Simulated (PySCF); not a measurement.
Several structures and their simulated spectra, in scrambled order.

A. `O=c1cc1OC(F)F`
B. `FC(/C(=C(/C)C(=O)F)C)(F)F`
C. `C[C@@]1(F)CO[C@@H]1C(F)=C(F)F`

Spectrum 1. $^{1}$H NMR (300 MHz, computed): δ 7.14 (t, J = 74.8 Hz, 1H), 6.62 (s, 1H). $^{13}$C{$^{1}$H} NMR (computed): δ 170.3 (C, t, J = 1.7 Hz), 142.7 (C), 127.5 (CH, t, J = 330.3 Hz), 125.4 (CH).

Spectrum 2. $^{1}$H NMR (300 MHz, computed): δ 5.09 (m, 1H), 4.99 (m, 1H), 4.52 (m, 1H), 1.70 (m, 3H). $^{13}$C{$^{1}$H} NMR (computed): δ 170.3 (C), 137.0 (C), 96.8 (C), 90.8 (CH), 83.4 (CH2), 24.9 (CH3).

Spectrum 3. $^{1}$H NMR (300 MHz, computed): δ 2.24 (s, 3H), 2.16 (s, 3H). $^{13}$C{$^{1}$H} NMR (computed): δ 168.0 (C), 148.3 (C), 137.1 (C), 132.1 (C), 19.4 (CH3), 18.0 (CH3).

How the numbers were obtained: couplings computed with B3LYP/pcJ-1 (spin–dipole term left out of most H,H and C,H couplings), geometry: GFN2-xTB, shieldings: GIAO PBE0/pcSseg-1, in PySCF 2.14.0 with density-fitted response routines (fast rotation and ring inversion assumed for equivalent nuclei, one computed conformer, non-relativistic Hamiltonian, in vacuum).

Chemical shifts δ = σref − σ; $^{1}$H and $^{13}$C vs TMS, all at this level. Multiplet labels drop J under 1 Hz and among equivalent protons, and merge close values. Unscaled 3J(H,H) run several per cent high. Splittings of carbon signals by F and P are missing where no couplings were computed. Where no couplings were computed, multiplicities follow the n + 1 count of equivalent neighbours, and m marks all less simple cases (inequivalent or close neighbours, rings, F or P nearby). One-bond C–F couplings are unscaled and too large by tens of Hz. Shifts are as computed. Against solution values, carbons near 30 ppm lie about +3 ppm off and those near 130 ppm about +5 ppm. Of 1211 compounds with measured shifts, 218 miss one by over three times the rms of a fit or turn the order of signals round; such compounds aren't used in these exercises.

Which spectrum belongs to which compound?

Results:

1–A, 2–C, 3–B.

- Spectrum 1 (A): 4 $^{13}$C signals; δC 127.5 is an sp3 CH bonded to 2 F and O; δH 7.14 is the hydrogen on an sp3 CH bonded to 2 F and O.
- Spectrum 2 (C): 6 $^{13}$C signals; δC 137.0 is a fully substituted alkene carbon; δC 96.8 is a fully substituted sp3 carbon bonded to F.
- Spectrum 3 (B): 6 $^{13}$C signals; δC 148.3 is a β carbon of a C=C–C=O unit; δC 137.1 is an α carbon of a C=C–C=O unit.
